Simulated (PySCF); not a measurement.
Structure problem from calculated spectra and properties.

Formula: C6H14PS; charge +1.

| Quantity | Value |
| --- | --- |
| Valence photoelectron | vertical ionisation energy: 12.53 eV [ΔSCF CAM-B3LYP/def2-SVPD] |
| 1H NMR | chemical shifts (computed TMS as zero) by class: 3.11 (4 H), 2.21 (4 H), 1.73 (6 H) ppm [GIAO KT2/pcSseg-1] |
| UV, strongest line | among the 10 lowest singlet transitions: S9 at 7.85 eV (158 nm, f = 0.041) [TDDFT CAM-B3LYP/def2-SVPD] |
| UV, first state | lowest singlet excitation: 5.75 eV (216 nm, f = 0.001) [TDDFT CAM-B3LYP/def2-SVPD] |
| Triplet | lowest triplet excitation (Tamm–Dancoff): 5.25 eV [TDA CAM-B3LYP/def2-SVPD] |
| Polarisability | 103.5 au [CAM-B3LYP/def2-SVPD] |
| Rotational structure | rotational constants A, B, C: 2.353, 1.038, 0.948 GHz [PBE0-D3(BJ)/def2-SVP] |
| NMR, other nuclei | isotropic shieldings of nuclei other than C and H, by class: 338 (1 P), 465 (1 S) ppm [GIAO KT2/pcSseg-1] |
| 13C NMR | chemical shifts (computed TMS as zero) by class: 30.3 (2 C), 27.1 (2 C), 8.8 (2 C) ppm [GIAO KT2/pcSseg-1] |

Gas-phase values; electronic properties from PySCF, density fitting. Levels stand in brackets. One conformer (not necessarily the lowest) at the PBE0-D3(BJ)/def2-SVP geometry, without solvent, vibrations or thermal averaging. NMR classes are plain means over equivalent atoms (diastereotopic ones count apart unless rotation or inversion swaps them), as if these changed places fast.

Question: What is the compound? Reason from the data.

Answer: Numbering: `[CH3:1][P+:2]1([CH3:3])[CH2:4][CH2:5][S:6][CH2:7][CH2:8]1`. 6 carbons fall into 3 classes; from least to most shielded: ring sp3 carbon bound to sulfur [C5/C7] (30.3 ppm, 2 C), ring sp3 carbon bound to phosphorus [C4/C8] (27.1 ppm, 2 C), chain sp3 carbon bound to phosphorus [C1/C3] (8.8 ppm, 2 C, up to 6.6 ppm apart in this geometry). Hydrogen classes from least to most shielded: 4 H on 2 like atoms (sp3 carbon bound to sulfur), C5/C7 (3.11 ppm), 4 H on 2 like atoms (sp3 carbon bound to phosphorus), C4/C8 (2.21 ppm), 6 H on 2 like atoms (sp3 carbon bound to phosphorus), C1/C3 (1.73 ppm, a mean of values up to 0.8 ppm apart in this geometry). The other shieldings belong to: 338 ppm, phosphonium phosphorus [P2]; 465 ppm, sulfide sulfur [S6]. The first electron is taken from the HOMO, whose largest Löwdin shares are 0.70 on the sulfide sulfur and 0.09 on each of 2 atoms of one kind (sp3 carbon bound to sulfur). The optimised geometry has point group Cs and is an asymmetric top. Structure: `C[P+]1(C)CCSCC1`. The assignments are read from this structure; whether some other isomer fits the data as well wasn't checked.
